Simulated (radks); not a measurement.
Values are calculated unless marked as measured or tabulated.
Task: The holmium ion Ho57+, 10 electrons, occupied as [Ne] (the NIST ground configuration). Level of theory: Dirac Kohn-Sham, LB94 model potential, spin-unpolarised, spherical densities, finite nucleus; Fermi nuclear charge, rms radius 5.2022 fm (a radial shooting solver on a logarithmic mesh with Libxc functionals). Some entries of the table are withheld. Estimate them.

orbital  occ.  eigenvalue (eV)  <r> (bohr)  <r^2> (bohr^2)
1s1/2       2              (1)     0.02069       0.0005854
2s1/2       2        -13736.14     0.08606        0.008781
2p1/2       2              (2)     0.07148        0.006304
2p3/2       4              (3)     0.07835        0.007438

Result: 
(1) 1s1/2 eigenvalue (eV): -60328.23
(2) 2p1/2 eigenvalue (eV): -13360.55
(3) 2p3/2 eigenvalue (eV): -12465.17
